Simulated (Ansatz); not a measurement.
**How basis sets differ on C2H7AlFN (SMILES C[CH2][Al]([NH2])[F])**

C2H7AlFN has 12 atoms, charge 0, and is taken as a singlet. As SMILES, `C[CH2][Al]([NH2])[F]`. The shape is that of a PBE0-D4/def2-TZVP optimisation. This is one conformer, not always the lowest.

```xyz
12

C    -0.6050    0.7158    1.3182
C     0.5292    0.9852    0.3283
Al    0.7225   -0.3424   -1.0821
N    -0.3195   -1.7558   -1.2234
F     1.9071   -0.1812   -2.2277
H    -0.6690    1.4900    2.0884
H    -0.4739   -0.2396    1.8339
H    -1.5774    0.6784    0.8194
H     1.4868    1.0605    0.8576
H     0.3974    1.9663   -0.1440
H    -0.2458   -2.4596   -1.9395
H    -1.0753   -1.9726   -0.5951
```

Each level gives the dipole moment (D). The values are calculated.

| level | kind | program | value (D) |
| --- | --- | --- | --- |
| HF/STO-3G | Hartree–Fock | Ansatz | 0.88 |
| HF/3-21G | Hartree–Fock | Ansatz | 2.41 |
| HF/cc-pVDZ | Hartree–Fock | Ansatz | 2.40 |
| HF/def2-SVP | Hartree–Fock | Ansatz | 2.25 |
| HF/def2-TZVP | Hartree–Fock | Ansatz | 2.14 |

The values span 0.88 to 2.41 D. Magnitudes only: a small dipole may point the other way at some levels. Sets without polarisation functions give poor dipoles. Without the sets that lack polarisation functions the rows with a basis span only 2.14 to 2.40 D.
